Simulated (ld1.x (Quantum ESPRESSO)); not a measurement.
**Building the PAW potential for antimony (LDA (PZ), non-relativistic).**

The input file (ld1.x (Quantum ESPRESSO) 7.5):

```
&input
   title='Sb', zed=51., rel=0, dft='PZ', iswitch=3,
   config='[Kr] 4d10 5s2 5p2',
   nld=3, rlderiv=2.50, eminld=-5.0, emaxld=5.0, deld=0.02
 /
 &inputp
   pseudotype=3, lpaw=.true., tm=.true., lloc=-1, rcloc=1.85,
   nlcc=.true., new_core_ps=.true.,
   which_augfun='PSQ', rmatch_augfun=0.60,
   file_pseudopw='Sb.UPF', file_wfcaegen='ae.wfc', file_wfcncgen='nc.wfc', file_beta='beta', file_chi='chi', file_wfcusgen='us.wfc'
 /
6
5S  1  0   2.00   0.00  1.70  2.30  0.0
5S  1  0   0.00   3.55  1.70  2.30  0.0
5P  2  1   2.00   0.00  1.50  2.10  0.0
5P  2  1   0.00   1.65  1.50  2.10  0.0
4D  3  2  10.00   0.00  0.70  0.95  0.0
4D  3  2   0.00  -1.90  0.70  0.95  0.0
 &test
   configts(1)='4d10 5s2 5p2'
 /
```

Command:

```bash
ld1.x < Sb.in > Sb.out
```

Output (shortened: banner, matrices, multipoles, cross overlaps and the repeated all-electron block are left out):

```
Program LD1 v.7.5
     --------------------------- All-electron run ----------------------------

     Sb

     atomic number is 51.00
     dft =PZ   lsd =0 sic =0 latt =0  beta=0.20 tr2=1.0E-14
     Exchange-correlation= PZ
                           (   1   1   0   0   0   0   0)
     mesh =1243 r(mesh) =  98.80758 a.u. xmin = -7.00 dx = 0.01250
     1 Ry =  13.60569312 eV

     n l     nl                  e(Ry)          e(Ha)          e(eV)
     1 0     1S 1( 2.00)     -2142.2812     -1071.1406    -29147.2202
     2 0     2S 1( 2.00)      -318.9737      -159.4868     -4339.8577
     2 1     2P 1( 6.00)      -299.0593      -149.5296     -4068.9086
     3 0     3S 1( 2.00)       -62.8248       -31.4124      -854.7753
     3 1     3P 1( 6.00)       -54.5408       -27.2704      -742.0656
     4 0     4S 1( 2.00)       -10.7245        -5.3623      -145.9143
     4 1     4P 1( 6.00)        -7.9181        -3.9590      -107.7309
     3 2     3D 1(10.00)       -39.1083       -19.5541      -532.0953
     4 2     4D 1(10.00)        -3.2175        -1.6087       -43.7761
     5 0     5S 1( 2.00)        -1.4605        -0.7302       -19.8705
     5 1     5P 1( 2.00)        -0.9001        -0.4500       -12.2464

     final scf error:  5.4E-15 reached in  39 iterations

     Etot =  -12620.080575 Ry,   -6310.040288 Ha, -171704.943493 eV

     Ekin =   12613.155568 Ry,    6306.577784 Ha,  171610.723972 eV
     Encl =  -29970.537331 Ry,  -14985.268666 Ha, -407769.933663 eV
     Eh   =    5057.963993 Ry,    2528.981997 Ha,   68817.105917 eV
     Exc  =    -320.662805 Ry,    -160.331402 Ha,   -4362.839719 eV

     normalization and overlap integrals

     s(1S/1S) =  1.000000  <r> =   0.0298  <r2> =    0.0012  r(max) =   0.0199
     s(2S/2S) =  1.000000  <r> =   0.1288  <r2> =    0.0195  r(max) =   0.1100
     s(2P/2P) =  1.000000  <r> =   0.1097  <r2> =    0.0146  r(max) =   0.0857
     s(3S/3S) =  1.000000  <r> =   0.3446  <r2> =    0.1355  r(max) =   0.3145
     s(3P/3P) =  1.000000  <r> =   0.3351  <r2> =    0.1301  r(max) =   0.2991
     s(4S/4S) =  1.000000  <r> =   0.8212  <r2> =    0.7628  r(max) =   0.7450
     s(4P/4P) =  1.000000  <r> =   0.8653  <r2> =    0.8550  r(max) =   0.7735
     s(3D/3D) =  1.000000  <r> =   0.3058  <r2> =    0.1107  r(max) =   0.2449
     s(4D/4D) =  1.000000  <r> =   1.0210  <r2> =    1.2301  r(max) =   0.8442
     s(5S/5S) =  1.000000  <r> =   2.2325  <r2> =    5.6340  r(max) =   1.9507
     s(5P/5P) =  1.000000  <r> =   2.6769  <r2> =    8.1692  r(max) =   2.2664

     ------------------------ End of All-electron run ------------------------

     --------------------- Generating PAW atomic setup --------------------

      Generating local potential from pseudized AE potential:
      Matching radius rcloc =   1.8500

      Local pseudo, rcloc= 1.856 Estimated cut-off energy=     6.99 Ry

      Computing core charge for nlcc:

       r > 0.60 : true rho core
      Core charge pseudized with two Bessel functions
      Integrated core pseudo-charge :  16.10
      Wfc-us  5S rcutus= 2.324  Estimated cut-off energy=     8.84 Ry
      Wfc-us  5S rcutus= 2.324  Estimated cut-off energy=    20.00 Ry
      Wfc-us  5P rcutus= 2.103  Estimated cut-off energy=    16.62 Ry
      Wfc-us  5P rcutus= 2.103  Estimated cut-off energy=    21.48 Ry
      Wfc-us  4D rcutus= 0.945  Estimated cut-off energy=   126.28 Ry
      Wfc-us  4D rcutus= 0.945  Estimated cut-off energy=   129.14 Ry

     Required augmentation: PSQ   radius:    0.600000

     Q pseudized with Bessel functions
     Expected ecutrho=    1039.5331 due to l1=  2   l2=  2

     Estimated PAW energy = -456.669444 Ryd

     ------------------- End of pseudopotential generation -------------------

     Computing logarithmic derivative in   2.48916
     Computing logarithmic derivative in   2.48916
     Computing the partial wave expansion
     R is outside the sphere for l=    0 j= 0.00
     R is outside the sphere for l=    0 j= 0.00
     R is outside the sphere for l=    1 j= 0.00
     R is outside the sphere for l=    1 j= 0.00
     R is outside the sphere for l=    2 j= 0.00
     R is outside the sphere for l=    2 j= 0.00

     ---------------------- Testing the pseudopotential ----------------------

     Sb

     atomic number is 51.00   valence charge is 15.00
     dft = SLA  PZ   NOGX NOGC   lsd =0 sic =0 latt =0  beta=0.20 tr2=1.0E-14
     mesh =1243 r(mesh) =  98.80758 xmin = -7.00 dx = 0.01250

     n l     nl             e AE (Ry)        e PS (Ry)    De AE-PS (Ry)
     3 2     4D   1(10.00)       -3.21749       -3.21749        0.00000
     1 0     5S   1( 2.00)       -1.46045       -1.46045        0.00000
     2 1     5P   1( 2.00)       -0.90010       -0.90010        0.00000

     eps = 2.9E-17  iter =  1

     Etot =  -12620.080575 Ry,   -6310.040288 Ha, -171704.943493 eV
     Etotps =  -456.669444 Ry,    -228.334722 Ha,   -6213.304318 eV

     Ekin =     297.438572 Ry,     148.719286 Ha,    4046.857929 eV
     Encl =    -564.910494 Ry,    -282.455247 Ha,   -7685.998827 eV
     Ehrt =     131.465283 Ry,      65.732642 Ha,    1788.676299 eV
     Ecxc =    -320.662805 Ry,    -160.331402 Ha,   -4362.839719 eV
     (Ecc =     -44.547398 Ry,     -22.273699 Ha,    -606.098220 eV)

     ---------------------- End of pseudopotential test ----------------------
```

Generation and configuration tests took about 2.9 s on one core of a shared server CPU.

Transferability test of the new file with ld1.x, input:

```
&input
   title='Sb', zed=51., rel=0, dft='PZ', iswitch=2,
   config='[Kr] 4d10 5s2 5p2'
 /
 &test
   file_pseudo='Sb.UPF', nconf=10,
   configts(1)='4d10 5s2 5p2',
   configts(2)='4d10 5s2 5p3',
   configts(3)='4d10 5s2 5p1',
   configts(4)='4d10 5s2 5p0',
   configts(5)='4d9 5s2 5p3',
   configts(6)='4d10 5s1 5p4',
   configts(7)='4d10 5s1 5p0',
   configts(8)='4d10 5s2 5p3.3',
   configts(9)='4d10 5s2 5p2', lsdts(9)=1,
   configts(10)='4d10 5s2 5p3', lsdts(10)=1
 /
```

```bash
ld1.x < Sb.test.in > Sb.test.out
```

Pseudopotential blocks of its output, shortened (energy terms left out):

```
     ---------------------- Testing the pseudopotential ----------------------

     n l     nl             e AE (Ry)        e PS (Ry)    De AE-PS (Ry)
     3 2     4D   1(10.00)       -3.21749       -3.21749        0.00000
     1 0     5S   1( 2.00)       -1.46045       -1.46045        0.00000
     2 1     5P   1( 2.00)       -0.90010       -0.90010        0.00000

     eps = 2.7E-17  iter =  1

     Etot =  -12620.080575 Ry,   -6310.040288 Ha, -171704.943493 eV
     Etotps =  -456.669444 Ry,    -228.334722 Ha,   -6213.304318 eV

     ---------------------- End of pseudopotential test ----------------------

          ---------------------- Testing the pseudopotential ----------------------

     n l     nl             e AE (Ry)        e PS (Ry)    De AE-PS (Ry)
     3 2     4D   1(10.00)       -2.59381       -2.59350       -0.00031
     1 0     5S   1( 2.00)       -0.89143       -0.89145        0.00002
     2 1     5P   1( 3.00)       -0.37171       -0.37173        0.00002

     eps = 4.7E-15  iter = 12

     Etot =  -12620.709847 Ry,   -6310.354924 Ha, -171713.505178 eV
     Etotps =  -457.298721 Ry,    -228.649361 Ha,   -6221.866068 eV
     dEtot_ae =      -0.629272 Ry
     dEtot_ps =      -0.629277 Ry,   Delta E=       0.000005 Ry

     ---------------------- End of pseudopotential test ----------------------

          ---------------------- Testing the pseudopotential ----------------------

     n l     nl             e AE (Ry)        e PS (Ry)    De AE-PS (Ry)
     3 2     4D   1(10.00)       -3.93855       -3.93950        0.00095
     1 0     5S   1( 2.00)       -2.09925       -2.09934        0.00009
     2 1     5P   1( 1.00)       -1.49587       -1.49593        0.00005

     eps = 8.1E-15  iter = 10

     Etot =  -12618.887344 Ry,   -6309.443672 Ha, -171688.708762 eV
     Etotps =  -455.476196 Ry,    -227.738098 Ha,   -6197.069354 eV
     dEtot_ae =       1.193231 Ry
     dEtot_ps =       1.193248 Ry,   Delta E=      -0.000017 Ry

     ---------------------- End of pseudopotential test ----------------------

          ---------------------- Testing the pseudopotential ----------------------

     n l     nl             e AE (Ry)        e PS (Ry)    De AE-PS (Ry)
     3 2     4D   1(10.00)       -4.73729       -4.74022        0.00293
     1 0     5S   1( 2.00)       -2.78859       -2.78907        0.00048
     2 1     5P   1( 0.00)       -2.14012       -2.14048        0.00036

     eps = 5.3E-15  iter =  9

     Etot =  -12617.072660 Ry,   -6308.536330 Ha, -171664.018724 eV
     Etotps =  -453.661345 Ry,    -226.830673 Ha,   -6172.377046 eV
     dEtot_ae =       3.007915 Ry
     dEtot_ps =       3.008099 Ry,   Delta E=      -0.000184 Ry

     ---------------------- End of pseudopotential test ----------------------

          ---------------------- Testing the pseudopotential ----------------------

     n l     nl             e AE (Ry)        e PS (Ry)    De AE-PS (Ry)
     3 2     4D   1( 9.00)       -3.69702       -3.70135        0.00433
     1 0     5S   1( 2.00)       -1.61434       -1.61730        0.00296
     2 1     5P   1( 3.00)       -1.00770       -1.00812        0.00042

     eps = 9.8E-15  iter = 17

     Etot =  -12617.577516 Ry,   -6308.788758 Ha, -171670.887634 eV
     Etotps =  -454.163302 Ry,    -227.081651 Ha,   -6179.206519 eV
     dEtot_ae =       2.503059 Ry
     dEtot_ps =       2.506142 Ry,   Delta E=      -0.003083 Ry

     ---------------------- End of pseudopotential test ----------------------

          ---------------------- Testing the pseudopotential ----------------------

     n l     nl             e AE (Ry)        e PS (Ry)    De AE-PS (Ry)
     3 2     4D   1(10.00)       -2.68215       -2.68244        0.00029
     1 0     5S   1( 1.00)       -0.94126       -0.94130        0.00004
     2 1     5P   1( 4.00)       -0.40877       -0.40879        0.00002

     eps = 3.3E-15  iter = 11

     Etot =  -12620.183667 Ry,   -6310.091834 Ha, -171706.346134 eV
     Etotps =  -456.772535 Ry,    -228.386268 Ha,   -6214.706945 eV
     dEtot_ae =      -0.103092 Ry
     dEtot_ps =      -0.103091 Ry,   Delta E=      -0.000001 Ry

     ---------------------- End of pseudopotential test ----------------------

          ---------------------- Testing the pseudopotential ----------------------

     n l     nl             e AE (Ry)        e PS (Ry)    De AE-PS (Ry)
     3 2     4D   1(10.00)       -5.68001       -5.68728        0.00727  !
     1 0     5S   1( 1.00)       -3.56295       -3.56465        0.00170
     2 1     5P   1( 0.00)       -2.86366       -2.86505        0.00138

     eps = 4.7E-17  iter =  9

     Etot =  -12613.899009 Ry,   -6306.949505 Ha, -171620.839003 eV
     Etotps =  -450.486679 Ry,    -225.243339 Ha,   -6129.183507 eV
     dEtot_ae =       6.181566 Ry
     dEtot_ps =       6.182766 Ry,   Delta E=      -0.001200 Ry

     ---------------------- End of pseudopotential test ----------------------

          ---------------------- Testing the pseudopotential ----------------------

     n l     nl             e AE (Ry)        e PS (Ry)    De AE-PS (Ry)
     3 2     4D   1(10.00)       -2.43092       -2.43060       -0.00032
     1 0     5S   1( 2.00)       -0.73911       -0.73914        0.00003
     2 1     5P   1( 3.30)       -0.23067       -0.23070        0.00003

     eps = 1.9E-15  iter = 13

     Etot =  -12620.799962 Ry,   -6310.399981 Ha, -171714.731248 eV
     Etotps =  -457.388847 Ry,    -228.694423 Ha,   -6223.092287 eV
     dEtot_ae =      -0.719387 Ry
     dEtot_ps =      -0.719402 Ry,   Delta E=       0.000016 Ry

     ---------------------- End of pseudopotential test ----------------------

          ---------------------- Testing the pseudopotential ----------------------

     n l     nl             e AE (Ry)        e PS (Ry)    De AE-PS (Ry)
     3 2     4D   1( 5.00)       -3.21907       -3.21924        0.00017
     1 0     5S   1( 1.00)       -1.49484       -1.49483       -0.00001
     2 1     5P   1( 2.00)       -0.93484       -0.93484       -0.00000
     3 2     4D   2( 5.00)       -3.20293       -3.20303        0.00010
     1 0     5S   2( 1.00)       -1.40801       -1.40809        0.00008
     2 1     5P   2( 0.00)       -0.84671       -0.84676        0.00005

     eps = 1.5E-15  iter =  9

     Etot =  -12620.123516 Ry,   -6310.061758 Ha, -171705.527736 eV
     Etotps =  -456.712358 Ry,    -228.356179 Ha,   -6213.888187 eV
     dEtot_ae =      -0.042941 Ry
     dEtot_ps =      -0.042914 Ry,   Delta E=      -0.000028 Ry

     ---------------------- End of pseudopotential test ----------------------

          ---------------------- Testing the pseudopotential ----------------------

     n l     nl             e AE (Ry)        e PS (Ry)    De AE-PS (Ry)
     3 2     4D   1( 5.00)       -2.58747       -2.58740       -0.00007
     1 0     5S   1( 1.00)       -0.92794       -0.92796        0.00002
     2 1     5P   1( 3.00)       -0.40849       -0.40852        0.00003
     3 2     4D   2( 5.00)       -2.56732       -2.56719       -0.00013
     1 0     5S   2( 1.00)       -0.81669       -0.81679        0.00010
     2 1     5P   2( 0.00)       -0.29824       -0.29830        0.00006

     eps = 7.6E-16  iter = 16

     Etot =  -12620.789369 Ry,   -6310.394684 Ha, -171714.587124 eV
     Etotps =  -457.378221 Ry,    -228.689110 Ha,   -6222.947716 eV
     dEtot_ae =      -0.708794 Ry
     dEtot_ps =      -0.708777 Ry,   Delta E=      -0.000017 Ry

     ---------------------- End of pseudopotential test ----------------------
```
